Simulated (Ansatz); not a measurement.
Input and output for GeF₄.

```yaml
crystal:
  periodic: [false, false, false]
  atoms:
    - {symbol: Ge, position_ang: [-0.000004, 0.000005, 0.000006]}
    - {symbol: F, position_ang: [0.010696, -0.018056, 1.705114]}
    - {symbol: F, position_ang: [1.604137, 0.010552, -0.578327]}
    - {symbol: F, position_ang: [-0.811242, 1.395960, -0.548667]}
    - {symbol: F, position_ang: [-0.803598, -1.388461, -0.578136]}
basis:
  gaussian: {orbitals: cc-pVDZ, nuclear_model: gaussian}
magnetization: {spin_polarized: true, initial_magnetization: 2}
hamiltonian: {xc: {name: PBE}, dispersion: d3bjatm}
output: {forces: true}
```

```sh
$ ansatz run in.yaml --threads 4 --pin off --events-out ev --progress --plain --max-ram 3916MiB
```

Output, abridged:

```
Functional definition: PBE
919 factors; their error is unknown
mean field evaluation 1: about -67359.1718 eV, gradient 3.3e1 eV
mean field evaluation 2: about -67339.0090 eV, gradient 8.2e1 eV
mean field evaluation 4: about -67359.4771 eV, gradient 2.5e1 eV
mean field evaluation 8: about -67360.7813 eV, gradient 1.8e1 eV
mean field evaluation 16: about -67362.4801 eV, gradient 3.9e0 eV
mean field evaluation 32: about -67362.5634 eV, gradient 2.0e-4 eV
mean field evaluation 64: about -67362.3107 eV, gradient 3.5e0 eV
mean field evaluation 96: about -67361.9932 eV, gradient 1.2e0 eV
mean field evaluation 128: about -67362.4854 eV, gradient 4.0e0 eV
mean field -67362.56344810 eV, -2475.5285467323 hartree, gradient 4.5e-6 eV, S^2 2.001401; 20 other end points of the search recorded, 0 dependent functions left out
reference -67362.56347663 eV, -2475.5285477806 hartree; 35, 33 occupied and 48, 50 virtual orbitals, 919 factors
Total energy: -67362.62531310 eV, -2475.5308202292 hartree
Atom 0 at    -0.000004     0.000005     0.000006 Å, force     0.000015    -0.000005     0.000010 eV/Å
Atom 1 at     0.010696    -0.018056     1.705114 Å, force     0.092701    -0.158387     5.427924 eV/Å
Atom 2 at     1.604137     0.010552    -0.578327 Å, force     5.127159     0.134070    -1.785500 eV/Å
Atom 3 at    -0.811242     1.395960    -0.548667 Å, force    -2.564239     4.412406    -1.857538 eV/Å
Atom 4 at    -0.803598    -1.388461    -0.578136 Å, force    -2.655635    -4.388083    -1.784896 eV/Å
Dipole moment:    -0.000000    -0.000000    -0.000001 e Å
```

Hardware: 4 threads of Arm Neoverse V2 on a shared host. Wall time 8.5 s.
